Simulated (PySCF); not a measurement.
# Working out the ionisation energy of F²⁺

F²⁺ [He] 2s2 2p3 (4S) → F³⁺ [He] 2s2 2p2 (3P). Computed with PySCF 2.14 in aug-cc-pVQZ-DK, with scalar relativity by spin-free X2C-1e. Frozen: 1s2. Energies in hartree (1 hartree = 27.21139 eV):

| part | F²⁺ (lower) | F³⁺ (upper) |
| --- | --- | --- |
| UHF | -97.699589 | -95.412033 |
| CCSD correlation | -0.122907 | -0.107675 |
| (T) | -0.001441 | -0.001312 |

Problem. What does Hartree-Fock give?

Solution. (-95.412033) − (-97.699589) = 2.287556 hartree = 62.248 eV.

Problem. What do CCSD and CCSD(T) give?

Solution. The CCSD correlation energies differ by 0.015232 hartree = 0.414 eV and the triples by 0.000129 hartree = 0.004 eV, so CCSD gives 62.662 eV and CCSD(T) 62.666 eV.

A first-order spin-orbit estimate adds -0.054 eV to CCSD(T) (valence), giving 62.612 eV against 62.708 eV (semi-empirical (NIST evaluation); NIST Atomic Spectra Database, ionization energies).

What remains against the reference includes basis incompleteness, the frozen core and higher excitations.
